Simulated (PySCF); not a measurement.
## One molecule, a ladder of functionals, a line

Molecule: `[Si@H](C#C)(C)N=C`, C$_{4}$H$_{7}$NSi.

Atom-mapped SMILES (the numbers label the heavy atoms): `[CH:1]#[C:2][Si@@H:3]([CH3:4])[N:5]=[CH2:6]`; H(Xn) means a hydrogen on atom n. Ha(C6) is cis to Si3; Hb(C6) is trans to Si3.

GIAO shieldings (ppm, equivalent atoms averaged) in PySCF on the PBE0-D3(BJ)/def2-SVP geometry, basis pcSseg-1, gas phase, non-relativistic:

```csv
functional,exact exchange (%),σ(C6),σ(Si3)
BLYP,0,3.2,352.6
BP86,0,5.8,360.2
PBE,0,5.8,360.3
B3LYP,20,5.1,364.8
mPW1PW91,25,8.0,374.9
BHandHLYP,50,9.3,383.5
HF,100,19.2,417.3
```

Q: Fit each shielding as a line in the percentage of exact exchange.

A: σ(C6) = 4.2 + 0.14 x (rms 1.4 ppm); σ(Si3) = 357.0 + 0.59 x (rms 3.3 ppm). The functionals also differ in their semilocal parts, which the line can't hold; Hartree–Fock has no correlation at all.

Q: What does the line predict for PBE0 (25 %), and what does the run give?

A: σ(C6): 7.7 predicted, 8.5 computed; σ(Si3): 371.8 predicted, 375.6 computed ppm.
